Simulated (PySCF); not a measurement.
PySCF job for C5H8NO, SMILES [CH]1CCC(=O)N1C, multiplicity 2, PBE-D3(BJ)/def2-SVP. Geometry: PBE-D3(BJ)/def2-SVP. The isomer is the one that the SMILES or the coordinates give; other isomers of the formula were not compared. Other conformers were not sampled.

```python
import numpy as np
from pyscf import gto, scf, dft, df
from pyscf.hessian import thermo

mol = gto.M(
    atom='''
    C     2.10998348   -0.23642463   -0.13927690
    N     0.66561263   -0.28667857   -0.11955515
    C    -0.09805445   -1.39161121   -0.46744748
    C    -1.54736819   -0.99425649   -0.48375448
    C    -1.55702838    0.34218212    0.28799443
    C    -0.09760472    0.80098742    0.32237831
    O     0.35940560    1.87444579    0.69398605
    H     2.50063257   -0.40778317   -1.16434564
    H     2.40675989    0.77236252    0.20631246
    H     2.54264555   -1.00319950    0.53701164
    H     0.36309297   -2.20981145   -1.03617245
    H    -2.21090990   -1.76312836   -0.03553614
    H    -1.91268026   -0.84763337   -1.52963600
    H    -2.19696792    1.12931069   -0.15369555
    H    -1.88667265    0.21580293    1.34169594
    ''',
    basis='def2-SVP',
    charge=0,
    spin=1,
    max_memory=1600,
    verbose=3,
)
mf = dft.UKS(mol, xc='pbe').density_fit(auxbasis='def2-universal-jkfit')
mf.disp = 'd3bj'
mf.grids.level = 3
mf.conv_tol = 1e-11
mf.max_cycle = 100
mf.kernel()
fine, coarse = mf.grids, dft.Grids(mol).set(level=1).build(with_non0tab=True)
for _ in range(3):  # follow internal instabilities
    mf.grids = coarse
    mo, _, stable, _ = mf.stability(return_status=True, nroots=4)
    mf.grids = fine
    if stable:
        break
    mf.kernel(mf.make_rdm1(mo, mf.mo_occ))

# [left out here: the lines that compute and print the analytic Hessian (its translational invariance restored by hand, since the grid's response is missing), thermochemistry and intensities]
```

It prints:

```

WARN: HOMO -0.160642340674902 >= LUMO -0.160642340674903

converged SCF energy = -324.670877722778  <S^2> = 0.75275751  2S+1 = 2.0027556
<class 'pyscf.df.df_jk.DFUKS'> wavefunction is stable in the internal stability analysis

WARN: DFTD3 does not support analytical Hessian, using finite difference


WARN: Mole.unit (angstrom) is changed to Bohr

Mode                                 0                   1                   2
Irrep
Freq [cm^-1]                      115.1740            155.3283            178.0855
Reduced mass [au]                   1.8554              1.0672              2.5353
Force const [Dyne/A]                0.0145              0.0152              0.0474
Char temp [K]                     165.7098            223.4828            256.2255
Normal mode                   x     y     z       x     y     z       x     y     z
       0   C                -0.00 -0.01  0.02    0.00 -0.00  0.01   -0.01  0.04 -0.12
       1   N                -0.00 -0.01  0.02   -0.00  0.01 -0.04   -0.00 -0.03  0.07
       2   C                -0.01 -0.01  0.03    0.00  0.01 -0.03   -0.00 -0.04  0.12
       3   C                 0.01  0.06 -0.09   -0.00 -0.01  0.01    0.02  0.03 -0.06
       4   C                 0.01 -0.06  0.11    0.00 -0.00  0.00   -0.01  0.02 -0.06
       5   C                -0.01 -0.00 -0.00    0.00 -0.00  0.00   -0.00 -0.01  0.04
       6   O                -0.01  0.03 -0.08    0.00 -0.01  0.03    0.00 -0.02  0.05
       7   H                 0.00 -0.08  0.03    0.04 -0.55  0.12   -0.15 -0.03 -0.16
       8   H                -0.00  0.01 -0.05   -0.01  0.17 -0.49   -0.01  0.09 -0.25
       9   H                -0.00  0.03  0.07   -0.02  0.36  0.44    0.14  0.13 -0.11
      10   H                -0.01 -0.02  0.04   -0.00  0.03 -0.06    0.01 -0.09  0.20
      11   H                -0.10  0.03 -0.31    0.02 -0.01  0.04   -0.09  0.06 -0.16
      12   H                 0.17  0.28 -0.12   -0.04 -0.02  0.02    0.18  0.06 -0.11
[...]
Force const [Dyne/A]                1.5325              1.2223              1.3212
Char temp [K]                    1952.8332           1985.0578           2022.9885
Normal mode                   x     y     z       x     y     z       x     y     z
       0   C                 0.13 -0.01 -0.01   -0.01  0.01  0.00    0.00 -0.00 -0.00
       1   N                -0.05  0.03  0.02    0.02 -0.02 -0.01   -0.03 -0.00  0.00
       2   C                 0.04 -0.00  0.00    0.01  0.01  0.00    0.02  0.01  0.00
       3   C                -0.01  0.00 -0.00    0.01  0.01  0.01   -0.06 -0.05 -0.04
       4   C                 0.00  0.00  0.00   -0.04  0.04  0.03   -0.03  0.02  0.02
       5   C                 0.02 -0.03 -0.01   -0.03  0.01  0.01    0.02 -0.01 -0.00
       6   O                -0.00  0.01  0.00    0.00  0.00  0.00   -0.00  0.00  0.00
       7   H                -0.35 -0.06 -0.17    0.01 -0.08  0.02    0.01  0.06 -0.01
       8   H                -0.55  0.17  0.06   -0.04  0.02  0.01    0.07 -0.03 -0.01
       9   H                -0.35 -0.17  0.11    0.01 -0.04 -0.06    0.01  0.05  0.05
      10   H                -0.14 -0.09 -0.03    0.01  0.01 -0.00   -0.08 -0.04 -0.02
      11   H                -0.01  0.00 -0.00   -0.12 -0.03 -0.23    0.26  0.05  0.54
      12   H                -0.03  0.00  0.00   -0.17 -0.18  0.04    0.40  0.43 -0.10
      13   H                -0.02 -0.03 -0.03    0.27 -0.06 -0.56    0.10 -0.03 -0.24
      14   H                 0.00 -0.02 -0.00    0.42 -0.44  0.10    0.16 -0.19  0.04
Mode                                27                  28                  29
Irrep
Freq [cm^-1]                     1415.8289           1433.5042           1437.3609
Reduced mass [au]                   1.0392              1.2614              2.5421
Force const [Dyne/A]                1.2273              1.5272              3.0943
Char temp [K]                    2037.0625           2062.4933           2068.0423
Normal mode                   x     y     z       x     y     z       x     y     z
       0   C                -0.00 -0.02  0.05   -0.02  0.02  0.01   -0.01 -0.01 -0.00
       1   N                 0.00 -0.01  0.01    0.03  0.09  0.03    0.15  0.02  0.00
       2   C                -0.00  0.00  0.00   -0.04 -0.06 -0.02   -0.12 -0.07 -0.03
       3   C                 0.00 -0.00 -0.00   -0.00  0.00  0.00    0.01  0.00  0.01
       4   C                 0.00  0.00 -0.00   -0.00  0.00 -0.00   -0.00 -0.00 -0.00
       5   C                -0.00  0.00 -0.00    0.01  0.00 -0.00   -0.07  0.03  0.01
       6   O                 0.00 -0.00  0.00   -0.00 -0.01 -0.00    0.01 -0.01 -0.00
       7   H                 0.28  0.39  0.06    0.28 -0.42  0.18   -0.27  0.11 -0.12
       8   H                 0.01  0.23 -0.68   -0.38  0.12  0.01   -0.09  0.01  0.02
       9   H                -0.31 -0.32 -0.13    0.23 -0.25 -0.43   -0.25  0.02  0.18
      10   H                 0.00  0.00  0.01    0.05 -0.03 -0.01    0.28  0.10  0.04
      11   H                 0.00 -0.00 -0.00    0.09 -0.02  0.08    0.11 -0.04  0.08
      12   H                -0.01  0.00  0.00    0.10  0.05 -0.02    0.14  0.03 -0.03
      13   H                 0.00  0.00 -0.00   -0.01  0.01  0.02    0.05  0.03 -0.01
      14   H                 0.01 -0.00  0.00   -0.01  0.01 -0.00    0.03 -0.01  0.01
Mode                                30                  31                  32
Irrep
Freq [cm^-1]                     1774.4303           2903.3746           2958.1415
Reduced mass [au]                  12.1284              1.0745              1.0347
Force const [Dyne/A]               22.4994              5.3364              5.3346
Char temp [K]                    2553.0101           4177.3097           4256.1070
Normal mode                   x     y     z       x     y     z       x     y     z
       0   C                -0.01 -0.01 -0.00   -0.00  0.00  0.00   -0.05  0.01  0.01
       1   N                 0.01  0.02  0.01    0.00  0.00 -0.00   -0.00  0.00  0.00
       2   C                -0.00  0.00  0.00   -0.00  0.00  0.00    0.00 -0.00 -0.00
       3   C                 0.00  0.00 -0.00   -0.03  0.00 -0.07    0.00 -0.00  0.00
       4   C                 0.01  0.01  0.00    0.00 -0.00  0.00   -0.00  0.00  0.00
       5   C                -0.09 -0.20 -0.07    0.00  0.00  0.00    0.00 -0.00 -0.00
       6   O                 0.05  0.12  0.04   -0.00 -0.00 -0.00    0.00  0.00  0.00
       7   H                 0.04  0.01  0.02    0.00 -0.00 -0.01    0.21 -0.09 -0.59
       8   H                 0.03 -0.02 -0.01    0.00  0.00  0.00    0.12  0.38  0.13
       9   H                 0.04  0.02 -0.01    0.00 -0.00  0.00    0.23 -0.43  0.39
      10   H                -0.01  0.01 -0.00   -0.00 -0.00  0.00   -0.01  0.01  0.00
      11   H                 0.00  0.01  0.00    0.08  0.10 -0.09   -0.00 -0.00  0.00
      12   H                -0.01  0.00  0.00    0.30 -0.13  0.89   -0.00  0.00 -0.01
      13   H                -0.03 -0.03 -0.00   -0.02  0.02 -0.01    0.00 -0.00  0.00
      14   H                -0.01 -0.01 -0.00    0.00  0.00 -0.01    0.00  0.00 -0.01
Mode                                33                  34                  35
Irrep
Freq [cm^-1]                     2989.8729           3003.9425           3034.9568
Reduced mass [au]                   1.0727              1.0866              1.1061
Force const [Dyne/A]                5.6499              5.7768              6.0028
Char temp [K]                    4301.7615           4322.0044           4366.6272
Normal mode                   x     y     z       x     y     z       x     y     z
       0   C                 0.00  0.00  0.00   -0.00  0.00  0.00    0.00 -0.03  0.08
       1   N                -0.00 -0.00 -0.00   -0.00 -0.00 -0.00    0.00  0.00 -0.00
       2   C                 0.00 -0.00  0.00    0.00 -0.00  0.00   -0.00  0.00 -0.00
       3   C                 0.02  0.02 -0.02    0.04  0.05 -0.04   -0.00 -0.00  0.00
       4   C                -0.03  0.01  0.05    0.02 -0.01 -0.02    0.00 -0.00  0.00
       5   C                -0.00  0.00  0.00   -0.00 -0.00 -0.00    0.00 -0.00  0.00
       6   O                 0.00  0.00  0.00    0.00  0.00 -0.00   -0.00 -0.00 -0.00
       7   H                -0.00  0.00  0.00    0.00 -0.00 -0.01    0.23 -0.11 -0.62
       8   H                -0.00 -0.00 -0.00   -0.00 -0.00 -0.00   -0.00 -0.01  0.01
       9   H                -0.00  0.00 -0.00   -0.00  0.00 -0.00   -0.26  0.47 -0.40
      10   H                 0.00 -0.00  0.00   -0.00  0.01  0.01    0.00 -0.00 -0.00
      11   H                -0.24 -0.28  0.17   -0.50 -0.59  0.35    0.00  0.00 -0.00
      12   H                 0.02 -0.00  0.05    0.05 -0.00  0.11   -0.00  0.00 -0.00
      13   H                 0.17 -0.21  0.14   -0.10  0.13 -0.08   -0.00  0.00 -0.00
      14   H                 0.24  0.11 -0.77   -0.11 -0.05  0.35    0.00  0.00 -0.00
Mode                                36                  37                  38
Irrep
Freq [cm^-1]                     3066.4042           3086.3236           3159.3805
Reduced mass [au]                   1.0992              1.1030              1.0927
Force const [Dyne/A]                6.0896              6.1904              6.4260
Char temp [K]                    4411.8729           4440.5325           4545.6450
Normal mode                   x     y     z       x     y     z       x     y     z
       0   C                -0.00 -0.00  0.00    0.00  0.08  0.03   -0.00  0.00 -0.00
       1   N                 0.00  0.00 -0.00    0.00  0.00  0.00   -0.00 -0.00 -0.00
       2   C                 0.00 -0.00 -0.00   -0.00 -0.00  0.00   -0.03  0.06  0.04
       3   C                 0.00  0.00 -0.00   -0.00 -0.00  0.00    0.00 -0.00  0.00
       4   C                -0.04  0.06 -0.06   -0.00  0.00 -0.00    0.00 -0.00 -0.00
       5   C                 0.00  0.00 -0.00    0.00  0.00 -0.00    0.00 -0.00  0.00
       6   O                -0.00 -0.00  0.00   -0.00  0.00  0.00    0.00  0.00 -0.00
       7   H                 0.00 -0.00 -0.00    0.09 -0.03 -0.26    0.00  0.00 -0.00
       8   H                 0.00  0.00  0.00   -0.25 -0.78 -0.27    0.00  0.00  0.00
       9   H                -0.00  0.00 -0.00    0.10 -0.19  0.18    0.00 -0.00  0.00
      10   H                 0.00 -0.00 -0.00   -0.00 -0.00 -0.00    0.40 -0.72 -0.48
      11   H                -0.02 -0.02  0.01    0.00  0.00 -0.00   -0.01 -0.00  0.00
      12   H                 0.01 -0.00  0.04    0.00  0.00  0.00   -0.00 -0.00 -0.00
      13   H                 0.52 -0.63  0.36    0.00 -0.00  0.00   -0.00  0.00 -0.00
      14   H                -0.11 -0.03  0.31   -0.00 -0.00  0.00   -0.00  0.00  0.00
temperature 298.1500 [K]
pressure 101325.00 [Pa]
Rotational constants [GHz] 3.89667 3.00545 1.76015
Symmetry number 1
Zero-point energy (ZPE) 0.12106 [Eh]   317832.293 [J/mol]
                           tot       elec      trans        rot        vib
Entropy [J/mol/K]       349.541      5.763    165.944    113.583     64.251
Cv [J/mol/K]            109.602      0.000     12.472     12.472     84.659
Cp [J/mol/K]            117.916      0.000     20.786     12.472     84.659
Internal energy [J/mol]                      3718.434   3718.434 329196.028
Internal energy [Eh]   -324.54266  -324.67088
Enthalpy [J/mol]                             6197.391   3718.434 329196.028
Enthalpy [Eh]          -324.54172
Gibbs free energy [J/mol]                  -43278.817 -30146.224 310039.446
Gibbs free energy [Eh] -324.58141
mode   freq/cm-1   IR/(km/mol)
   1      115.17         1.843
   2      155.33         0.056
   3      178.09         5.145
   4      279.61         0.572
   5      306.38         6.901
   6      409.03        44.618
   7      470.42         6.553
   8      537.05         1.697
   9      639.34         5.492
  10      662.85         0.322
  11      762.84         2.400
  12      816.78         5.549
  13      931.00         2.337
  14      962.33         2.721
  15      988.49         1.709
  16     1040.79         5.555
  17     1081.76         7.310
  18     1091.37        30.683
  19     1100.43         0.623
  20     1168.68         3.730
  21     1201.80        16.391
  22     1241.20        27.632
  23     1270.10        15.599
  24     1320.03        17.752
  25     1357.29        30.681
  26     1379.68         1.293
  27     1406.05        17.536
  28     1415.83        10.111
  29     1433.50        28.484
  30     1437.36        76.112
  31     1774.43       332.327
  32     2903.37        39.534
  33     2958.14        56.570
  34     2989.87        13.435
  35     3003.94        13.798
  36     3034.96        20.073
  37     3066.40         3.332
  38     3086.32         0.059
  39     3159.38         5.567
max |gradient| / (hartree/bohr): 5.8776580456685594e-05
APT charges: [ 0.2781 -0.5243  0.0542  0.0655 -0.0663  0.9063 -0.763  -0.0271  0.0688
 -0.0257  0.045  -0.0037 -0.0323  0.0196  0.005 ]
```

The run converged.

Cost: about 12 core-minutes (a rough figure).
